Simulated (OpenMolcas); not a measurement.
## Os4+: moving or changing the point charges

Os4+ among 6 point charges of -1.7 e arranged as a tetragonal octahedron (D4h), 2.24 Å from the ion, with the axial distance 2.442 Å.
```
   2.2400    0.0000    0.0000  -1.70
   0.0000    2.2400    0.0000  -1.70
  -2.2400    0.0000    0.0000  -1.70
   0.0000   -2.2400    0.0000  -1.70
   0.0000    0.0000    2.4416  -1.70
   0.0000    0.0000   -2.4416  -1.70
```

```yaml
Program: OpenMolcas 26.06
Method: CASSCF
Basis: ANO-RCC-VDZP [7s6p4d2f1g]
Scalar_Hamiltonian: DKH2, point nucleus
Active_space: 4 electrons in 5 orbitals (5d)
State_averaging: 2S+1 = 5 even, 5 roots; 2S+1 = 3 even, 45 roots; 2S+1 = 1 even, 50 roots
Spin-orbit_coupling: state interaction with AMFI integrals over the reference wave functions
```

Runs around this geometry, states (labels of D4, the rotations of D4h). Energies in cm-1 above the lowest state or level, χT in cm3 K/mol.

| R (Å) | q (e) | Axial / equatorial distance | Ground state | First state of that spin | First gap with spin-orbit (degeneracies) | χT at 300 K | First state of another spin |
| --- | --- | --- | --- | --- | --- | --- | --- |
| 2.24 | -0.85 | 1.09 | 5B1 | 5A1 1943 | 3905 (1, 1) | 0.060 | 3E 17448 |
| 2.24 | -1.7 | 1.09 | 5B1 | 5A1 3882 | 3283 (1, 1) | 0.079 | 3E 16105 |
| 2.44 | -1.7 | 1.09 | 5B1 | 5A1 2975 | 3579 (1, 1) | 0.066 | 3E 17194 |
| 2.24 | -1.7 | 1.18 | 5B1 | 5B2 5489 | 2664 (1, 1) | 0.099 | 3E 17439 |

Taking the first state of the same spin as R^-n, n = -ln(2975 / 3882) / ln(2.44 / 2.24) = 3.1 between the shortest and longest distance.

Scaling the charges by -0.85 / -1.7 = 0.50 scales the first state of the same spin by 1943 / 3882 = 0.50; with fixed orbitals a first-order splitting would follow the charge.

Without dynamic correlation the repulsion within the d shell is too large (B by tens of per cent), so at a given field states of lower spin stand too high. Point charges give a weaker field than real ligands, and real ions of this kind are as a rule low spin; the high spin found here belongs to the model. Spin-orbit coupling mixes the spin-free states strongly: the lowest level takes only 21 % from its leading state, 5B1 (figures for R = 2.24, q = -0.85, ratio = 1.09; the like holds for R = 2.24, q = -1.7, ratio = 1.09, R = 2.44, q = -1.7, ratio = 1.09, R = 2.24, q = -1.7, ratio = 1.18). The ground term spreads over less than 5000 cm-1, several times less than with real ligands, so orbital moments are less quenched and χT lies further from the spin-only value than at real sites (holds for R = 2.24, q = -0.85, ratio = 1.09). Point charges carry no covalency, so the field is a model and not that of real ligands. No measured value stands beside these numbers.
